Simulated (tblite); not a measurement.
Parent: `[CH3:1]/[C:2](=[CH:3]\[F:4])[SiH:5]1[S:6][CH2:7][CH2:8][S:9]1` with C1–C2–Si5–S6 180°, C2–Si5–S6–C7 -139°, Si5–S6–C7–C8 47°, S6–C7–C8–S9 -60°, C7–C8–S9–Si5 37°, C5H9FS2Si.

Computed geometry: GFN2-xTB, gas phase. One conformer each, not checked by frequencies here.

| coordinate of the parent | value |
| --- | --- |
| C1–C2 | 1.496 Å |
| C2=C3 | 1.326 Å |
| C3–F4 | 1.344 Å |
| C2–Si5 | 1.873 Å |
| Si5–S6 | 2.146 Å |
| S6–C7 | 1.825 Å |
| C7–C8 | 1.510 Å |
| C8–S9 | 1.829 Å |
| Si5–S9 | 2.152 Å |
| C1–C2–C3 | 122.6° |
| C1–C2–Si5 | 116.5° |
| C3–C2–Si5 | 120.9° |
| C2–C3–F4 | 122.6° |
| C2–Si5–S6 | 111.7° |
| C2–Si5–S9 | 113.5° |
| S6–Si5–S9 | 100.5° |
| Si5–S6–C7 | 94.2° |
| S6–C7–C8 | 110.8° |
| C7–C8–S9 | 111.4° |
| Si5–S9–C8 | 95.8° |

**Question.** How does the shared frame change in `[CH3:1]/[C:2](=[CH:3]/[Cl:4])[SiH:5]1[S:6][CH2:7][CH2:8][S:9]1` with C1–C2–Si5–S6 12°, C2–Si5–S6–C7 -114°, Si5–S6–C7–C8 -37°, S6–C7–C8–S9 60°, C7–C8–S9–Si5 -47°, C5H9ClS2Si? Atoms pair as C1 = C1, C2 = C2, C3 = C3, Si5 = Si5, S6 = S9, C7 = C8, C8 = C7, S9 = S6 (parent first).

**Answer.** 
```tsv
parent	relative	value in the relative	change
C1–C2	C1–C2	1.497 Å	+0.001
C2=C3	C2=C3	1.325 Å	-0.001
C2–Si5	C2–Si5	1.884 Å	+0.011
Si5–S6	Si5–S9	2.146 Å	0.000
S6–C7	S9–C8	1.826 Å	+0.001
C7–C8	C8–C7	1.510 Å	0.000
C8–S9	C7–S6	1.826 Å	-0.003
Si5–S9	Si5–S6	2.156 Å	+0.004
C1–C2–C3	C1–C2–C3	121.1°	-1.5
C1–C2–Si5	C1–C2–Si5	119.8°	+3.3
C3–C2–Si5	C3–C2–Si5	119.1°	-1.8
C2–Si5–S6	C2–Si5–S9	112.1°	+0.4
C2–Si5–S9	C2–Si5–S6	111.5°	-2.0
S6–Si5–S9	S9–Si5–S6	100.3°	-0.2
Si5–S6–C7	Si5–S9–C8	94.0°	-0.2
S6–C7–C8	S9–C8–C7	110.8°	0.0
C7–C8–S9	C8–C7–S6	111.4°	0.0
Si5–S9–C8	Si5–S6–C7	95.9°	+0.1
```

Of the parent's bonds, C2–Si5 changes most (+0.011 Å). Bonds of the relative outside the shared frame: C3–Cl4 1.715 Å. Point group C1 → C1.
